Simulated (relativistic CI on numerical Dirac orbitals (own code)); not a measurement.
A reference radial Dirac CI calculation of Pt XXVIII gave the lowest total energy -18064.23265 Ha in 20 SCF steps, from this input:

```
atom Pt  Z=78  charge=27  electrons=51
nucleus A=195  rms_radius_fm=5.4270
hamiltonian dirac-coulomb  breit=on  qed=on  c_scale=1
orbitals kli  potential=per-configuration
slater_scale 1
correlation none
mixing on
grid step=0.0125 r_max=7.2
scf mixing=0.4 start=green max_iterations=150 tolerance=2e-08 node_fill=0.05
configurations
  [Kr] 4d10 4f5
  [Kr] 4d10 4f4 5s
end
```

One setting was then changed (and the iteration limit cut to 69), and the output read:

```
error: configuration [Kr] 4d10 4f5 has 51 electrons, the ion has 49
end: refused
```

Question: Which setting was changed?
A. QED terms
B. grid step
C. charge
D. Slater scale

Answer: C. The charge 29. This setting is bad on purpose; its numbers may not be properties of the ion.
